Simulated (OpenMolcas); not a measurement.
Computed transition rates of Al

| Property | Result |
| --- | --- |
| Program | OpenMolcas |
| Method | SS-RASPT2, IPEA 0.25 Eh, imaginary shift 0.1 Eh (closed shells correlated: 2s 2p 3s) |
| Basis | ANO-RCC [9s9p5d3f2g] |
| Scalar Hamiltonian | DKH2, point nucleus |
| Active space | 1 electron in 9 orbitals (RAS2 3p; RAS3 3d 4s, at most 1 electron) |
| State averaging | 2S+1 = 2 odd, 3 roots; 2S+1 = 2 even, 6 roots |
| Spin-orbit coupling | state interaction with AMFI integrals over the reference wave functions, term energies averaged over their components |

Rates come from the transition moments of the reference wave functions (E1 and E2 in the length form). At fixed line strength A goes as λ^-3 for E1 and M1 and as λ^-5 for E2, so a rate at the computed wavelength can be rescaled to the measured one. Measured vacuum wavelengths follow from level energies in NIST Handbook of Basic Atomic Spectroscopic Data. Branching counts decays inside the model space alone, at computed energies, and the table is only a selection of the E1 lines, drawn from those between levels with measured partners whose computed energy lies within a factor of 1.5 of the measured one.

```tsv
Upper	Lower	Type	λ computed (nm)	λ measured (nm)	A computed (s-1)	A rescaled (s-1)	Branching %
3s² 3d ²D_5/2	3s² 3p ²P°_3/2	E1	225.9	309.4	9.22e+08	3.59e+08	100.0
3s² 3d ²D_3/2	3s² 3p ²P°_1/2	E1	225.4	308.3	7.73e+08	3.02e+08	83.4
3s² 3d ²D_3/2	3s² 3p ²P°_3/2	E1	225.9	309.4	1.54e+08	5.99e+07	16.6
3s² 4s ²S_1/2	3s² 3p ²P°_3/2	E1	378.5	396.3	1.39e+08	1.21e+08	66.4
3s² 4s ²S_1/2	3s² 3p ²P°_1/2	E1	377.2	394.5	7.00e+07	6.12e+07	33.6
```

The largest correction is for 3s² 3d ²D_5/2 → 3s² 3p ²P°_3/2 (E1): 9.22e+08 × (225.9 / 309.4)^3 = 3.59e+08 s-1, a factor of 0.39.

No measured rate stands beside these. Rescaling mends the energy factor alone: line strengths can still be far off where a level mixes with configurations outside the active space, and weak or spin-changing lines hang on small mixing coefficients that depend on the term gaps too, so rescaling need not improve them.

Term energies are means over components that CASPT2 splits; among the terms shown or strongly mixed into the levels shown the widest spread is 390 cm-1 (3s² 3d ²D). ANO sets are built for valence states and can reach diffuse excited orbitals poorly, and with the s shell closed the s pⁿ⁺¹ terms that mix with these levels are absent. With one active electron, CASPT2 adds the correlation within the correlated inactive shells and between them and that electron, and leaves the splitting within a term as the reference gives it. Measured partners are found by configuration, term and J. A level has none where our copy of the source lacks it or the pairing is in doubt (some pairs that miss far off the trend of their configuration count as doubtful). Levels of configurations outside the active space are missing.

° marks odd parity.
